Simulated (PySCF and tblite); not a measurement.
The numbers below are computed, except where a source is named.
# Conformers and averaged properties: C₇H₁₄, numbered as in [CH3:1][CH:2]1[CH2:3][CH2:4][CH2:5][CH2:6][CH2:7]1

Search: ETKDG and KDG, MMFF94s, GFN2-xTB, 90 starts; geometries at PBE0-D3(BJ)/def2-SVP. Free energies are PBE0-D3(BJ)/def2-TZVP single points with GFN2-xTB rigid-rotor and vibrational terms (modes under about 100 cm⁻¹ blended into free rotors). Symmetry numbers and mirror images are counted. Conformers within 4 kcal/mol (GFN2-xTB free energy) were kept, 5 at most. GIAO shieldings: PBE0/pcSseg-1. Shifts are against TMS (¹H), TMS (¹³C) at the same level; of two unlike H on one atom, a is the less shielded. Programs: PySCF with density fitting and tblite.

The 6-ring runs over atoms 2–3–4–5–6–7.

| conformer | shape | symmetry | E(GFN2) kcal/mol | E(DFT) kcal/mol | G(298.15 K) kcal/mol | weight % | dipole D |
| --- | --- | --- | --- | --- | --- | --- | --- |
| 1 | 6-ring chair (all substituents equatorial) | Cs | 0.00 | 0.00 | 0.00 | 96.7 | 0.12 |
| 2 | 6-ring chair (C1 axial) | Cs | 1.32 | 1.81 | 2.01 | 3.3 | 0.07 |

Weights (%) against temperature:

```json
{"T (K)": "180", "1": "99.6", "2": "0.4", "S(mix) cal/mol/K": "0.05"}
{"T (K)": "230", "1": "98.7", "2": "1.3", "S(mix) cal/mol/K": "0.14"}
{"T (K)": "298.15", "1": "96.7", "2": "3.3", "S(mix) cal/mol/K": "0.29"}
{"T (K)": "330", "1": "95.6", "2": "4.4", "S(mix) cal/mol/K": "0.36"}
{"T (K)": "400", "1": "92.9", "2": "7.1", "S(mix) cal/mol/K": "0.51"}
```

Averaged shifts at 298.15 K. ¹H: 1.60 (H4a/H6a, 2H), 1.52 (H5a, 1H), 1.49 (H3a/H7a, 2H), 1.18 (H4b/H6b, 2H), 1.05 (H5b, 1H), 1.02 (H2, 1H), 0.90 (H1, 3H), 0.73 (H3b/H7b, 2H) ppm. ¹³C: 37.1 (C3/C7), 34.2 (C2), 28.7 (C4/C6), 28.5 (C5), 24.7 (C1) ppm.

Coordinates of conformer 1 (Å):

```xyz
21

C    -2.432   -0.163   -0.031
C    -0.969    0.037    0.333
C    -0.168   -1.259    0.207
C     1.304   -1.066    0.556
C     1.935    0.041   -0.280
C     1.151    1.343   -0.155
C    -0.320    1.142   -0.502
H    -2.533   -0.481   -1.083
H    -2.901   -0.937    0.596
H    -3.009    0.767    0.092
H    -0.918    0.354    1.394
H    -0.251   -1.625   -0.834
H    -0.615   -2.040    0.844
H     1.390   -0.805    1.627
H     1.855   -2.012    0.424
H     2.987    0.195    0.013
H     1.951   -0.271   -1.341
H     1.592    2.122   -0.797
H     1.230    1.714    0.883
H    -0.411    0.873   -1.572
H    -0.878    2.086   -0.374
```

Shifts are unscaled: against experiment ¹³C can be off by 15 ppm or more and ¹H by 0.8 ppm.

Search and properties took 98 s on 1 thread of Arm Neoverse V2, shared host (rough), launched as `OMP_NUM_THREADS=1 python ens_run.py task.json out`.
